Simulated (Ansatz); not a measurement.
Reaction (formal hydrolysis of a B–N bond): `CNB(F)F` + H₂O → `OB(F)F` + CH₃NH₂

Program: Ansatz. Geometries: PBE0-D4/def2-TZVP. ΔE: electronic, gas phase. CCSD(T)/CBS is the MP2 limit (def2-TZVPP, def2-QZVPP) plus CCSD(T) − MP2 in def2-TZVPP, frozen cores. This one scheme is used for every species. DFT in def2-TZVPP. Each species was taken in one conformer, which may not be the lowest.

```
             level  ΔE (eV)
           r2SCANh    -0.10
RPA@PBE/def2-TZVPP    -0.10
       HF/def2-SVP    -0.22
      MP2/def2-SVP    -0.19
```

Task: What does CCSD(T)/CBS give? (Estimate.)

Result: Computed: -0.05 eV. The listed levels differ from it by -0.05, -0.05, -0.17, -0.14 eV.

Largest T1 diagnostic among the species: 0.012.

The D4 term adds +0.04 eV with B3LYP and +0.02 eV with PBE0; it sums over pairs of atoms, weighted by their polarisabilities, and B3LYP, whose exchange is more repulsive, gets the larger term. At CCSD(T), def2-SVP lies −0.13 eV from the extrapolated value and def2-TZVPP −0.04 eV. In def2-TZVPP, CCSD(T) changes the Hartree–Fock value by +0.10 eV (the triples alone add +0.01 eV) and MP2 by +0.12 eV.

B3LYP here is the variant with VWN-RPA as its local correlation; programs differ in this.
